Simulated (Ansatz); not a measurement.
`CCCCCCCCCCCC[Si](C)(C)Cl` with charge +1. The state is a doublet with charge 1. Geometry PBE-D4/def2-SVP, that of the neutral singlet; atoms count from 1.

```
atom   x (Å)   y (Å)   z (Å)
  C1   4.644   2.837  -5.039
  C2   4.293   1.599  -4.211
  C3   2.812   1.520  -3.824
  C4   2.458   0.285  -2.988
  C5   0.964   0.134  -2.665
  C6   0.337   1.293  -1.872
  C7   1.015   1.611  -0.528
  C8   1.104   0.439   0.460
  C9  -0.248  -0.156   0.870
 C10  -0.131  -1.257   1.929
 C11  -1.460  -1.921   2.321
 C12  -2.468  -0.982   3.004
Si13  -4.074  -1.798   3.572
 C14  -5.240  -0.534   4.339
 C15  -3.754  -3.238   4.743
Cl16  -5.020  -2.583   1.855
 H17   5.721   2.865  -5.304
 H18   4.412   3.771  -4.486
 H19   4.066   2.865  -5.987
 H20   4.912   1.579  -3.286
 H21   4.572   0.680  -4.775
 H22   2.537   2.445  -3.270
 H23   2.189   1.530  -4.748
 H24   3.051   0.301  -2.046
 H25   2.797  -0.625  -3.531
 H26   0.400   0.015  -3.617
 H27   0.811  -0.818  -2.112
 H28   0.339   2.215  -2.494
 H29  -0.737   1.063  -1.701
 H30   0.464   2.448  -0.045
 H31   2.040   2.001  -0.713
 H32   1.636   0.784   1.374
 H33   1.744  -0.368   0.037
 H34  -0.768  -0.572  -0.022
 H35  -0.903   0.663   1.244
 H36   0.353  -0.839   2.842
 H37   0.564  -2.041   1.555
 H38  -1.242  -2.779   2.994
 H39  -1.935  -2.362   1.417
 H40  -2.747  -0.142   2.331
 H41  -2.008  -0.510   3.904
 H42  -6.203  -1.004   4.623
 H43  -4.786  -0.094   5.252
 H44  -5.454   0.289   3.628
 H45  -4.707  -3.711   5.055
 H46  -3.129  -4.014   4.258
 H47  -3.227  -2.885   5.654
```

Single mean-field runs in def2-TZVP are fitted with def2-universal-jkfit.

**Question.** Estimate the Mulliken populations of the heavy atoms from the PBE0/def2-TZVP orbitals of Ansatz.

**Answer.** 
```tsv
atom	charge (e)	spin (α − β)
C1	-0.36	0.02
C2	-0.18	0.02
C3	-0.27	0.03
C4	-0.21	0.03
C5	-0.18	0.03
C6	-0.26	0.02
C7	-0.19	0.03
C8	-0.22	0.04
C9	-0.32	0.03
C10	-0.16	0.06
C11	-0.21	0.03
C12	-0.31	0.20
Si13	0.43	0.04
C14	-0.45	0.04
C15	-0.47	0.04
Cl16	-0.15	0.14
```
Mulliken values depend strongly on the basis.

**Question.** Where does the spin sit?

**Answer.** Summed by element: C 0.63, Si 0.04, Cl 0.14, H 0.19, of 1 unpaired in all. Largest on single atoms: C12 0.20, Cl16 0.14, C10 0.06.

**Question.** And the Mayer bond orders between heavy atoms (over 0.3)?

**Answer.** C1–C2 1.00 (1.53 Å); C2–C3 1.00 (1.53 Å); C3–C4 0.99 (1.53 Å); C4–C5 0.98 (1.54 Å); C5–C6 0.98 (1.54 Å); C6–C7 0.98 (1.54 Å); C7–C8 0.97 (1.54 Å); C8–C9 1.00 (1.53 Å); C9–C10 0.99 (1.53 Å); C10–C11 0.93 (1.54 Å); C11–C12 1.01 (1.54 Å); C12–Si13 0.82 (1.89 Å); Si13–C14 1.02 (1.88 Å); Si13–C15 1.01 (1.88 Å); Si13–Cl16 1.13 (2.11 Å).
